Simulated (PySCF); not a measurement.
## [Lu(NH3)3]3+ at several levels of theory

Computed with PySCF 2.14.0 (density fitting, no spin-orbit coupling) at the geometry relaxed with TPSS:

```xyz
13
[Lu(NH3)3]3+ (singlet in the valence; each metal's 4f electrons, 14 of them, lie in its core potential, out of spins and levels)
Lu    0.0000    0.0000    0.0058
N     2.3577    0.0009   -0.0079
H     2.8127   -0.2541    0.8977
H     2.8067   -0.6595   -0.6813
H     2.8091    0.9129   -0.2423
N    -1.1796    2.0414   -0.0079
H    -1.1863    2.5629    0.8977
H    -0.8322    2.7604   -0.6813
H    -2.1951    1.9763   -0.2423
N    -1.1781   -2.0423   -0.0079
H    -1.6264   -2.3088    0.8977
H    -1.9745   -2.1009   -0.6813
H    -0.6140   -2.8892   -0.2423
```

```csv
level,basis,state,HOMO (eV),gap (eV),charge on Lu1 (e),population of f-type functions on Lu1 (polarisation alone where 4f lies in the core),dipole about the centre of mass (D),largest force component (eV/Å)
TPSS,"Lu lcecp-1-SVP with ECP60, N def2-SVP, H def2-SVP",singlet,-23.31,5.78,1.71,0.03,0.03,0.01
TPSS,"Lu lcecp-1-TZVP with ECP60, N def2-TZVP, H def2-TZVP",singlet,-23.22,5.78,2.00,0.03,0.02,0.42
```

In the lcecp rows the 4f levels are missing from HOMO and gap, and the state counts the valence alone.

Charges are Mulliken's, which hang on the basis. The relaxation used the grid (50, 194), these runs (75, 302) or, all-electron (x2c bases, spin-free X2C Hamiltonian), (99, 590).

Problem. Order these levels, in the first row's basis, by the HOMO–LUMO gap they give here, smallest first.
A. BLYP
B. revPBE
C. B3LYP
D. PBE0

Solution. A (5.15 eV), B (5.44 eV), C (7.16 eV), D (7.91 eV).

Problem. And their other results?

Solution. 
```
 level    state  HOMO (eV)  gap (eV)  charge on Lu1 (e)  population of f-type functions on Lu1 (polarisation alone where 4f lies in the core)  dipole about the centre of mass (D)  largest force component (eV/Å)
revPBE  singlet     -23.16      5.44               1.66                                                                                  0.03                                 0.03                            0.11
  BLYP  singlet     -23.04      5.15               1.62                                                                                  0.03                                 0.03                            0.14
 B3LYP  singlet     -24.44      7.16               1.72                                                                                  0.03                                 0.03                            0.17
  PBE0  singlet     -24.74      7.91               1.77                                                                                  0.03                                 0.03                            0.26
```

In the first row's basis the gap widens with exact exchange: 5.2 to 5.8 eV for BLYP, revPBE, TPSS (none); 7.2 to 7.9 eV for B3LYP, PBE0 (a fixed share).

No frequency check is given that shows the relaxed geometry to be a minimum. An lcecp potential fixes the number of 4f electrons, so in runs with it no electron can move into or out of that shell.
